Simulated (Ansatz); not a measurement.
`[F][Ge]([F])([Cl])[SeH]` + H₂ → `[F][GeH]([F])[Cl]` + H₂Se at 700 K and 1 bar (hydrogenolysis of a Ge–Se bond).

Program: Ansatz. Geometries: PBE0-D4/def2-TZVP. ΔE: electronic, gas phase. CCSD(T)/CBS adds triple-zeta CCSD(T) − MP2 to the extrapolated MP2 energy (def2 sets, frozen cores). This one scheme is used for every species. For Ge, Se outer-core shells are correlated without core-valence functions, which leaves a few kJ/mol of doubt a bond. Scalar relativity is left out up to krypton. One conformer a species, not always the lowest.

| species | CCSD(T)/CBS energy (Eh) | H − E (kJ/mol) | S (J/(mol·K)) |
| --- | --- | --- | --- |
| `[F][Ge]([F])([Cl])[SeH]` | -5136.92697 | 106.2 | 474.6 |
| H₂ | -1.17544 | 46.8 | 155.3 |
| `[F][GeH]([F])[Cl]` | -2736.19042 | 88.4 | 388.8 |
| H₂Se | -2401.89790 | 61.1 | 251.1 |

H − E and S are ideal-gas, rigid-rotor, harmonic terms from PBE0-D4/def2-TZVP, for one conformer and one mirror image of each species. The MP2-based limit puts H₂ 0.8 mEh under its directly extrapolated value; such offsets cancel only in part. 1 Eh = 2625.50 kJ/mol, R = 8.31446 J/(mol·K).

By hand: ΔE, ΔH, ΔS and ΔG.

ΔE = (-2736.19042) + (-2401.89790) − (-5136.92697) − (-1.17544) = 0.01409 Eh = 37.0 kJ/mol. Δ(H − E) = 88.4 + 61.1 − 106.2 − 46.8 = -3.5, so ΔH = 33.5 kJ/mol. ΔS = 388.8 + 251.1 − 474.6 − 155.3 = 10.0 J/(mol·K). ΔG = 33.5 − 700 × (10.0)/1000 = 26.5 kJ/mol.

By hand: the equilibrium constant, and the temperature at which ΔG would vanish if ΔH and ΔS stayed fixed.

log₁₀ K = −ΔG/(RT ln 10) = -2.0. ΔG = 0 at ΔH/ΔS = 3350 K, far beyond where these terms or the molecules hold.

The number of gas molecules stays the same, so ΔS is small and ΔH decides. A doubt of 5 kJ/mol in ΔE shifts log₁₀ K by 0.4 here. Other conformers and mirror images would add mixing entropy, several J/(mol·K) or more a flexible species. These are equilibria of isolated gas molecules and say nothing of rates. Largest T1 diagnostic: 0.012 (customary marks: 0.02 for closed shells, 0.045 for open ones).
